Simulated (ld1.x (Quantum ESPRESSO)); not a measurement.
**An all-electron radial function and its pseudo partner (Ti (Z = 22))**

Columns: radius, all-electron u(r) and pseudo u(r) of the 3d shell (level -4.46 eV) of titanium in the configuration [Ne] 3s2 3p6 3d2 4s2 4p0; LDA (PZ), scalar-relativistic, TM scheme, ld1.x (Quantum ESPRESSO) 7.5.

```csv
r (bohr),all-electron,pseudo
0.108,0.0377,0.0045
0.215,0.1623,0.0338
0.322,0.3199,0.1046
0.430,0.4688,0.2213
0.538,0.5883,0.3717
0.645,0.6733,0.5310
0.752,0.7276,0.6745
0.860,0.7567,0.7825
0.968,0.7660,0.8434
1.075,0.7609,0.8592
1.182,0.7458,0.8406
1.290,0.7238,0.8004
1.398,0.6974,0.7506
1.505,0.6687,0.7006
1.612,0.6386,0.6547
1.720,0.6077,0.6141
1.828,0.5771,0.5788
1.935,0.5473,0.5476
2.042,0.5184,0.5185
2.150,0.4904,0.4904
2.258,0.4635,0.4635
2.365,0.4381,0.4381
2.472,0.4140,0.4140
2.580,0.3908,0.3908
2.688,0.3688,0.3688
2.795,0.3482,0.3482
```

(1) How many radial nodes do the two functions have?

(2) At about which radius was the pseudo-wave matched?

(3) Where does each function peak?

(4) Is the pseudo-wave norm-conserving?

## Answers

(1) The all-electron 3d function has n − l − 1 = 0; the pseudo-wave has 0.

(2) 2.15 bohr. The columns agree to 0.0005 from 1.94 bohr on; several derivatives are matched, so the curves merge somewhat inside the radius.

(3) Outermost all-electron maximum near 0.97 bohr, pseudo maximum near 1.07 bohr (to the table’s step).

(4) Yes: the TM scheme keeps the norm inside the radius equal to the all-electron one, which fixes the energy derivative of the logarithmic derivative at the level.
